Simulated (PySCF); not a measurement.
System: C₆H₁₁, net charge -1, singlet state. It need not be the lowest isomer of its formula. Whether it binds its extra electron was not tested at this geometry. SMILES: C/C=[C-]\C(C)C
Structure (B3LYP-D3(BJ)/def2-TZVP (Ansatz) minimum search):
```xyz
17

C      2.3279    -0.4277    -0.5085
C      1.5061    -0.3030     0.7730
C      0.1969    -0.0600     0.9554
C     -0.7024     0.1385    -0.2426
C     -1.3398     1.5342    -0.1846
C     -1.8053    -0.9298    -0.2434
H      1.7251    -0.2923    -1.4094
H      3.1402     0.3140    -0.5476
H      2.8142    -1.4118    -0.5888
H      2.1408    -0.4441     1.6599
H     -0.2067     0.0686    -1.2370
H     -2.0467     1.6971    -1.0103
H     -1.8652     1.6557     0.7676
H     -0.5693     2.3082    -0.2330
H     -2.5157    -0.7855    -1.0696
H     -1.3697    -1.9283    -0.3341
H     -2.3471    -0.8951     0.7067
```
Charge -1, spin multiplicity 1.

Dispersion corrections to the total energy (kcal/mol) from the dftd3 and dftd4 libraries through PySCF: D3(BJ) without and D4 with the three-body term, each with the damping fitted for the functional named.

```
functional      D3(BJ)          D4
----------  ----------  ----------
B2PLYP           -6.26       -6.26
B3LYP       (withheld)      -14.02
revPBE          -21.25      -30.06
B2GP-PLYP        -4.42  (withheld)
HF              -60.96      -32.54
r2SCAN           -2.48  (withheld)
PBE              -8.37       -8.91
```

Q: Fill in the missing entries.

A: 
- B3LYP, D3(BJ): -13.87
- B2GP-PLYP, D4: -3.79
- r2SCAN, D4: -2.45
